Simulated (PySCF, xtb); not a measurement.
MoOF3, SMILES [O]=[Mo+]([F])([F])[F], charge +1, multiplicity 1.

Harmonic wavenumbers (cm⁻¹) from GFN2-xTB in xtb at its own minimum, in rising order: 182, 182, 225, 259, 259, 585, 636, 636, 1009.

Question: What does r2SCAN-D4/def2-SVP in PySCF give at its own minimum? (Estimate from the structure and the level; the computed values follow.)

Answer: 185, 185, 225, 302, 302, 785, 834, 834, 1129. Paired by order, the mean absolute difference is 90 cm⁻¹ and the zero-point energies are 5.7 and 6.8 kcal/mol.
